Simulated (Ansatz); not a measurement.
Geometry optimisation, RKS B3LYP-D4/def2-SVP in Ansatz.

The input (input.yaml):

```yaml
crystal:
  periodic: [false, false, false]
  atoms:
    - { symbol: C, position_ang: [-0.8288, 1.2166, 0.6248] }
    - { symbol: Si, position_ang: [0.1298, -0.2942, 0.792] }
    - { symbol: O, position_ang: [1.6789, 0.0547, 1.1949] }
    - { symbol: C, position_ang: [0.0971, -1.3274, -0.7532] }
    - { symbol: S, position_ang: [0.8896, -0.5141, -2.1345] }
    - { symbol: H, position_ang: [-0.8871, 1.8439, 1.5478] }
    - { symbol: H, position_ang: [-1.8864, 1.0271, 0.3559] }
    - { symbol: H, position_ang: [-0.4326, 1.9284, -0.1745] }
    - { symbol: H, position_ang: [-0.4446, -1.0524, 1.9538] }
    - { symbol: H, position_ang: [2.2761, 0.4003, 0.5188] }
    - { symbol: H, position_ang: [-1.0275, -1.5126, -1.0167] }
    - { symbol: H, position_ang: [0.5176, -2.3009, -0.5653] }
    - { symbol: H, position_ang: [-0.0617, 0.4958, -2.3291] }
basis:
  gaussian: { orbitals: def2-SVP }
hamiltonian:
  xc: b3lyp
  dispersion: d4
relax:
  f_tol: 0.02
  max_steps: 50
```

Launched with:

```bash
$ ansatz run input.yaml --threads 2 --pin off --max-ram 3072MiB --backend cpu --events-out ev --progress --plain --runs-dir out
```

Where does it end, and by what steps?

It converged. After 10 steps the energy has fallen by 0.355 eV; H13 moved furthest, 0.41 Å.

| step | energy less start (eV) | largest force component (eV/Å) | accepted |
| --- | --- | --- | --- |
| 0 | 0.0000 | 3.199 | yes |
| 1 | -0.2758 | 1.197 | yes |
| 2 | -0.3390 | 0.185 | yes |
| 3 | -0.3458 | 0.110 | yes |
| 4 | -0.3490 | 0.088 | yes |
| 5 | -0.3521 | 0.114 | yes |
| 6 | -0.3537 | 0.117 | yes |
| 7 | -0.3546 | 0.102 | yes |
| 8 | -0.3550 | 0.031 | yes |
| 9 | -0.3551 | 0.020 | yes |
| 10 | -0.3552 | 0.012 | yes |

```xyz
13
Properties=species:S:1:pos:R:3
C -0.954 1.278 0.648
Si 0.104 -0.261 0.840
O 1.714 0.103 1.095
C 0.014 -1.315 -0.738
S 1.019 -0.566 -2.096
H -0.860 1.923 1.536
H -2.019 1.014 0.531
H -0.651 1.875 -0.228
H -0.361 -1.049 2.015
H 2.211 0.188 0.267
H -1.009 -1.522 -1.092
H 0.494 -2.290 -0.554
H 0.317 0.587 -2.210
```

The run took 44 s on 2 threads of Arm Neoverse V1 (shared host), peak memory 0.28 GiB.
